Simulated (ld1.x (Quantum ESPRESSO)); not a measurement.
## copper, RRKJ: configuration errors across variants

ld1.x (Quantum ESPRESSO) 7.5 input, shortened:

```
&input
   title='Cu', zed=29., rel=2, dft='PBESOL', iswitch=3,
   config='[Ar] 3d10 4s1 4p0', rel_dist='average'
 /
 &inputp
   pseudotype=2, tm=.false., rho0=0.01, lloc=0,
   nlcc=.true.
 /
3
4P  2  1   0.00   0.00  2.95  2.95  0.0
3D  3  2  10.00   0.00  0.95  0.95  0.0
4S  1  0   1.00   0.00  1.75  1.75  0.0
 &test
   configts(1)='3d10 4s1 4p0'
 /
```

Open shells are filled in proportion to 2j + 1 (rel_dist='average').

All-electron excitation energies from the reference (eV): (1) 3d10 4s0 4p0 8.104; (2) 3d9 4s0 4p0 29.417; (3) 3d8 4s0 4p0 68.410; (4) 3d9 4s1 4p1 6.863; (5) 3d9 4s2 4p0 1.986; (6) 3d7 4s0 4p0 128.082; (7) 3d9 4s1 4p0 11.607.

The default core radius of the base comes out at 0.36 bohr.

5 further variants failed, have other tests or too few solved ones, and are left out.

Errors AE − PS in meV (a dash: test not solved or not reliable):

```csv
change,(1),(2),(3),(4),(5),(6),(7),bound ghosts
base,-22,-207,-1425,-271,-281,-4272,-223,none
"all radii but the core radius scaled by about 1.20 (s 2.10, p 3.52, d 1.14 bohr)",-19,-206,-1357,-249,-264,-3941,-213,none
wave 4s (bound): rc 1.75 bohr becomes 4s (bound): rc 2.36 bohr,-19,-226,-1509,-269,-265,-4464,-215,none
wave 4p (bound): rc 2.95 bohr becomes 4p (bound): rc 3.58 bohr,-22,-207,-1425,-261,-281,-4272,-223,none
core correction a·sin(br)/r model core inside 0.54 bohr,-22,-207,-1425,-271,-281,-4273,-223,none
wave 3d (bound): rc 0.95 bohr becomes 3d (bound): rc 0.94 bohr,-22,-207,-1431,-272,-283,-4303,-224,none
"all radii but the core radius scaled by about 1.21 (s 2.12, p 3.58, d 1.16 bohr)",-18,-207,-1352,-245,-257,-3894,-210,none
```

Problem. Give the same row for: wave 3d (bound): rc 0.95 bohr becomes 3d (bound): rc 0.92 bohr.

Solution. -22, -208, -1437, -273, -284, -4330, -225; bound ghosts: none.
